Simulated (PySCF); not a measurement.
# Reading the logs of faulty runs: BCGeH5Si

Calculated results; nothing here was measured. They come from PySCF 2.14.0, an open-source quantum chemistry program, on an isolated molecule that a program drew, which may never have been made. The molecule is BCGeH5Si (charge 0, singlet), drawn as the SMILES string `[SiH3]C=[B][GeH]`.

Each row is a Hartree-Fock (HF) and frozen-core CCSD(T) single point in the cc-pV(D+d)Z basis, meant for a local HF minimum. Run 1 is clean. Each other run has one planted mistake out of seven kinds, and not every kind appears here: one electron removed, one electron added, multiplicity raised by two, geometry at a saddle point, minimal basis STO-3G, one bond length entered in bohr, all coordinates scaled. The reference is restricted for singlets and unrestricted otherwise, and also for a bond in bohr. Adding or removing an electron swaps singlet and doublet. Electrons count all cores. HOMO and LUMO are orbital energies over both spins, the gradient is its largest component, and the lowest frequency (negative if imaginary) is given only where the gradient is small. Bond lengths are over the 8 bonds as drawn. T1 is the CCSD diagnostic: over 0.02 (restricted) or 0.045 (unrestricted) a single reference is doubtful. Germanium has the cc-pVDZ-PP basis, with a core potential (ECP10MDF) in place of its 10 inner electrons, and its 3s, 3p and 3d shells are frozen in CCSD(T).

Geometry of the clean run:
```xyz
9
BCGeH5Si, angstrom
Si    2.1928    1.2380   -0.8475
C     1.6182   -0.0796    0.3363
B     0.2701   -0.2714    0.6278
Ge   -1.7188   -0.6010    1.0976
H     1.0251    1.9801   -1.3780
H     2.9353    0.6434   -1.9856
H     3.1007    2.1989   -0.1747
H     2.3709   -0.7107    0.8063
H    -2.1583    0.5718    0.1334
```

```
run,electrons,basis functions,<S^2>,HOMO (eV),LUMO (eV),gradient (hartree/bohr),lowest frequency (cm^-1),mean bond (Å),longest bond (Å),T1,HF (hartree),CCSD(T) (hartree),mistake
1,62,99,0.000,-9.11,-0.22,9.8e-06,73,1.5553,2.070,0.0181,-647.70067,-648.16086,no fault
2,62,99,0.000,-8.85,-0.29,2.6e-02,-,1.6066,2.138,0.0188,-647.69240,-648.15697,all coordinates scaled
3,61,99,1.033,-14.67,-6.38,5.3e-02,-,1.5553,2.070,0.0548,-647.42499,-647.83773,one electron removed
4,63,99,0.774,-1.72,6.47,2.8e-02,-,1.5553,2.070,0.0188,-647.73593,-648.20320,?
5,62,99,1.652,-8.22,0.22,2.0e-02,-,1.7102,2.631,0.0789,-647.51040,-647.96475,?
```

**Which mistake was planted in run 4, and what did it cost?**

It counts 63 electrons, one more than the clean run, at the same geometry and basis. So the mistake is: one electron added. Subtracting run 1 and multiplying by 627.51 kcal/mol a hartree, the energy moved by -22.1 kcal/mol in HF and -26.6 kcal/mol in CCSD(T).

**Which mistake was planted in run 5, and what did it cost?**

The mean bond changes by a factor of 1.100 and the longest by 1.271, so the molecule wasn't scaled as a whole. A length L in bohr read as angstrom grows by (1/0.5292 - 1) L = 0.890 L. The 8 bonds together grew by 8 x 0.1549 = 1.239 Å, which gives L = 1.393 Å. That is bond C2-B3, 1.392 Å in the clean geometry. So the mistake is: one bond length entered in bohr. Subtracting run 1 and multiplying by 627.51 kcal/mol a hartree, the energy moved by 119.4 kcal/mol in HF and 123.1 kcal/mol in CCSD(T).

Cautions from the logs. Run 3: T1 is over the limit, so its CCSD(T) energy is less reliable; run 5: T1 is over the limit, so its CCSD(T) energy is less reliable.
